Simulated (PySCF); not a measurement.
[Pb(BH4)3]+ at several levels of theory

Computed with PySCF 2.14.0 (density fitting, no spin-orbit coupling) at the geometry relaxed with PBE0:

```xyz
16
[Pb(BH4)3]+ (singlet; a saddle point, relaxed within its symmetry)
Pb    0.0000    0.0000    0.0000
B     2.2549    0.3775    0.0000
H     3.0557   -0.6006    0.0000
H     2.6245   -0.2712    1.0177
H     2.6245   -0.2712   -1.0177
H     2.7425    1.4712    0.0000
B    -1.4544    1.7641    0.0000
H    -1.0077    2.9466    0.0000
H    -1.0773    2.4085    1.0177
H    -1.0773    2.4085   -1.0177
H    -2.6453    1.6395    0.0000
B    -0.8005   -2.1416    0.0000
H    -2.0480   -2.3460    0.0000
H    -1.5471   -2.1372    1.0177
H    -1.5471   -2.1372   -1.0177
H    -0.0972   -3.1107    0.0000
```

```tsv
level	basis	state	HOMO (eV)	gap (eV)	charge on Pb1 (e)	dipole about the centre of mass (D)	largest force component (eV/Å)
PBE0	Pb def2-SVP with ECP60, B def2-SVP, H def2-SVP	singlet	-12.13	5.23	0.78	0.00	0.01
```

Charges are Mulliken's, which hang on the basis. The relaxation used the grid (50, 194), these runs (75, 302) or, all-electron (x2c bases, spin-free X2C Hamiltonian), (99, 590).

Task: A further run in the first row's basis gives HOMO (eV) -13.27, gap (eV) 7.33, charge on Pb1 (e) 0.61, dipole about the centre of mass (D) 0.00, largest force component (eV/Å) 0.07. Which level was it?
A. BLYP
B. CAM-B3LYP

Result: B. The others give HOMO -10.89 eV (BLYP).

In the first row's basis the gap widens with exact exchange: 3.3 eV for BLYP (none); 5.2 eV for PBE0 (a fixed share); 7.3 eV for CAM-B3LYP (rising or full at long range).
